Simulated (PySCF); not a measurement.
## Spin-rotation constants: SMILES c1(Cl)csc(C)c1F, C$_{5}$H$_{4}$ClFS

Geometry (Å), atoms numbered from 1 in this order:
```xyz
12

C    -2.0344   -0.1497    0.1448
C    -0.5529   -0.2124    0.0503
S     0.3146   -1.7109    0.0981
C     1.8321   -0.9203   -0.0599
C     1.6891    0.4279   -0.1459
Cl    2.9886    1.5362   -0.3113
C     0.3236    0.8202   -0.0816
F    -0.0655    2.1022   -0.1464
H    -2.4948   -0.7090   -0.6685
H    -2.3775   -0.5806    1.0843
H    -2.3591    0.8866    0.0910
H     2.7373   -1.4910   -0.0808
```

Method: GIAO B3LYP/def2-SVP magnetisability, rotational g tensor and spin-rotation constants, non-relativistic, gas phase in PySCF 2.14.0. Geometry: GFN2-xTB.

**Question.** Give the nuclear spin-rotation constants along the inertial axes (H = +C I·J) beside the isotropic shieldings.

**Answer.** Rotational constants 2.4081, 1.1460, 0.7802 GHz. A star marks the isotopologue with that one atom substituted, in its own axes.
| atom | isotope | Caa (kHz) | Cbb (kHz) | Ccc (kHz) | mean (kHz) | σ (ppm) |
| --- | --- | --- | --- | --- | --- | --- |
| Cl6 | 35Cl | 0.204 | 0.369 | 0.148 | 0.240 | 809.4 |
| F8 | 19F | 3.012 | 1.107 | 0.143 | 1.421 | 331.1 |
| H9 | 1H | -0.145 | -0.124 | -0.018 | -0.096 | 29.8 |
| H10 | 1H | -0.145 | -0.124 | -0.018 | -0.096 | 29.8 |
| H11 | 1H | -0.237 | 0.035 | -0.088 | -0.097 | 29.2 |
| H12 | 1H | -0.169 | 0.075 | -0.093 | -0.062 | 25.6 |
| C1 | 13C* | 0.303 | 0.147 | 0.085 | 0.178 | 180.7 |
| C2 | 13C* | 0.875 | 0.436 | 0.112 | 0.474 | 66.9 |
| S3 | 33S* | 0.816 | 0.382 | 0.194 | 0.464 | 388.7 |
| C4 | 13C* | 0.843 | 0.422 | 0.103 | 0.456 | 74.5 |
| C5 | 13C* | 0.958 | 0.336 | 0.138 | 0.477 | 70.8 |
| C7 | 13C* | 0.778 | 0.499 | 0.186 | 0.488 | 42.2 |

For the geometry as given, no vibrational averaging.
